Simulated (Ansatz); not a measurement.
Species: CH$_{6}$ClSi$_{2}$, charge 0, multiplicity 2. It need not be the lowest isomer of its formula. 
Structure (B3LYP-D3(BJ)/def2-TZVP (Ansatz, a program for electronic structure) minimum search):
```xyz
10

C      2.4047    -0.5004     0.1215
Si     1.0861     0.4033     1.1176
Si    -1.0839    -0.1497     0.4686
Cl    -1.1882     0.1248    -1.5938
H      3.3991    -0.1131     0.3480
H      2.2217    -0.3808    -0.9468
H      2.3959    -1.5689     0.3534
H      1.2842     0.2197     2.5828
H     -2.0904     0.7323     1.0996
H     -1.4705    -1.5598     0.7217
```
Charge 0, spin multiplicity 2.

Atomisation energy built up term by term with Ansatz (kcal/mol; UHF references for open shells; valence terms freeze the core; atomic spin-orbit terms are left out). CBS(X,Y): correlation extrapolated as X^-3; Hartree-Fock from the larger set.

| term | basis | kcal/mol |
|---|---|---|
| Hartree-Fock | aug-cc-pV(Q+d)Z | 583.75 |
| CCSD correlation | CBS(aug-cc-pV(T+d)Z,aug-cc-pV(Q+d)Z) | 168.30 |
| (T) | CBS(aug-cc-pV(T+d)Z,aug-cc-pV(Q+d)Z) | 9.59 |
| core correlation | cc-pwCVTZ | 0.97 |
| scalar relativity (X2C) | cc-pVTZ-DK against cc-pVTZ | -1.63 |
| sum: De |  | 761.0 |

(T) makes 1.3 % of the CCSD(T) atomisation energy; under 5 % is typical of single-reference molecules.
